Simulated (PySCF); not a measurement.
A run for PySCF: R-M06-2X/def2-TZVPP on F2GeH3N (SMILES [NH2][GeH]([F])[F]), a point of a torsion scan.

```python
from pyscf import gto, dft

mol = gto.M(
    atom='''
    N     1.13831544   -0.10816934   -0.19507850
    Ge   -0.63793523   -0.03052961   -0.01563868
    F    -1.10558163    1.27915984    1.03033978
    F    -1.11362088   -1.45227589    0.83950452
    H     1.66088599    0.75253393   -0.12758285
    H     1.61007632   -0.83838301    0.32044335
    H    -1.49829976    0.07905281   -1.21750642
    ''',
    basis='def2-tzvpp',
    charge=0, spin=0, verbose=4, max_memory=1800)
mf = dft.RKS(mol, xc='m062x').density_fit(auxbasis='def2-universal-jkfit')
mf.grids.level = 4
mf.conv_tol = 1e-9
mf.max_cycle = 150
mf.kernel()
mf.dip_moment()
```

Task: Give the final energy of this run.

Result: -2333.3822 hartree.
